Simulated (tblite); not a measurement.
Compound: C₅H₆F₃OPSi.
Numbering: `[CH3:1][c:2]1[o:3][c:4]([C:5]([F:6])([F:7])[F:8])[p:9][c:10]1[SiH3:11]` (hydrogens: H12, H13, H14 on C1; H15, H16, H17 on Si11)

A start from a force field or distance geometry was refined with tblite 0.8.0, GFN2-xTB geometry optimisation, gas phase. Values at the start:

| coordinate | start |
| --- | --- |
| C1–C2 | 1.520 Å |
| C1–H12 | 1.107 Å |
| C2–O3 | 1.286 Å |
| C2–C10 | 1.362 Å |
| O3–C4 | 1.261 Å |
| C4–C5 | 1.480 Å |
| C4–P9 | 1.811 Å |
| C5–F6 | 1.389 Å |
| P9–C10 | 1.804 Å |
| C10–Si11 | 1.842 Å |
| Si11–H15 | 1.494 Å |
| C1–C2–C10 | 120.6° |
| C2–O3–C4 | 122.4° |
| C2–C10–P9 | 102.7° |
| O3–C4–C5 | 126.1° |
| O3–C4–P9 | 104.3° |
| C4–C5–F6 | 105.0° |
| F7–C5–F8 | 111.6° |
| P9–C10–Si11 | 130.3° |
| O3–C4–C5–F6 | 171° |

**Question.** How do these coordinates change at the GFN2-xTB level?

**Answer.** 
| coordinate | GFN2-xTB (Å or °) | change |
| --- | --- | --- |
| C4–P9 | 1.713 | -0.098 |
| O3–C4 | 1.349 | +0.088 |
| C2–O3 | 1.338 | +0.052 |
| C5–F6 | 1.340 | -0.049 |
| C10–Si11 | 1.883 | +0.041 |
| Si11–H15 | 1.460 | -0.034 |
| C1–C2 | 1.489 | -0.031 |
| P9–C10 | 1.776 | -0.028 |
| C1–H12 | 1.089 | -0.018 |
| C2–C10 | 1.366 | +0.004 |
| C4–C5 | 1.483 | +0.003 |
| C2–O3–C4 | 110.8 | -11.6 |
| O3–C4–P9 | 115.9 | +11.6 |
| O3–C4–C5 | 117.2 | -8.9 |
| C2–C10–P9 | 110.2 | +7.5 |
| C1–C2–C10 | 127.9 | +7.3 |
| F7–C5–F8 | 105.8 | -5.8 |
| P9–C10–Si11 | 124.9 | -5.4 |
| C4–C5–F6 | 110.4 | +5.4 |
| O3–C4–C5–F6 | -177 | +12 |

The energy falls by 27.4 kcal/mol over 128 L-BFGS steps, the largest force on an atom goes from 6.11 to 0.010 eV/Å, and the atoms move by 0.433 Å rms after alignment. The bond that changes most is C4–P9 (ends: substituted aromatic carbon; phosphorus bonded to 2 C), which shortens by 0.098 Å. Bonds longer at the end by more than 0.005 Å: 3 of 17; shorter: 11. Among the dihedrals that turn most is P9–C10–Si11–H16, from 77° to 120°. Rotational constants go from 1777, 464.5, 399.9 to 1728, 485.0, 408.2 MHz.

Its GFN2-xTB frequencies are all real (lowest 27 cm⁻¹).

All values are computed, not measured.
